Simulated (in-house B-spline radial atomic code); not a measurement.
Ba II (Ba+) is squeezed into an impenetrable sphere of radius R (the orbitals vanish at R). Computed with a B-spline radial code for spherical atoms: scalar-relativistic (X2C) Hartree-Fock, spin-polarised, averaged over the determinants with the given up and down occupations, Fermi nucleus of rms radius 4.8378 fm.

Energies in eV above the free ion in [Xe] 6s1:

| R (bohr) | highest level (eV) | [Xe] 6s1 | [Kr] 4d10 5s2 5p5 6s1 6f1 | [Xe] 6f1 |
| --- | --- | --- | --- | --- |
| 9.45 | -9.33 | 0.07685 | 34.38 | 16.49 |
| 5.75 | -6.58 | 2.93 | 57.22 | 38.04 |
| 5.36 | -5.27 | 4.33 | 63.71 | 43.56 |
| 3.98 | 8.15 | 21.16 | 113.4 | 82.75 |
| 3.62 | 17.2 | 34.78 | 142.7 | 105.1 |
| 3.08 | 42.3 | 79.72 | 222.5 | 166.3 |
| 2.64 | 83.4 | 169.9 | 357.9 | 272.5 |
| 2.18 | 172 | 412.2 | 676.7 | 531.7 |
| 1.69 | 408 | 1249 | 1658 | 1371 |
| 1.36 | 802 | 3056 | 3633 | 3136 |

Does [Kr] 4d10 5s2 5p5 6s1 6f1 fall below [Xe] 6s1 under compression?

No, it stays above over the whole range.

Does [Xe] 6f1 fall below [Xe] 6s1 under compression?

No, it stays above over the whole range.

The highest level is first positive in the row R = 3.98 bohr, pushed up by confinement above the zero of the free ion's potential. Each configuration is held fixed and needn't be the lowest in the sphere.
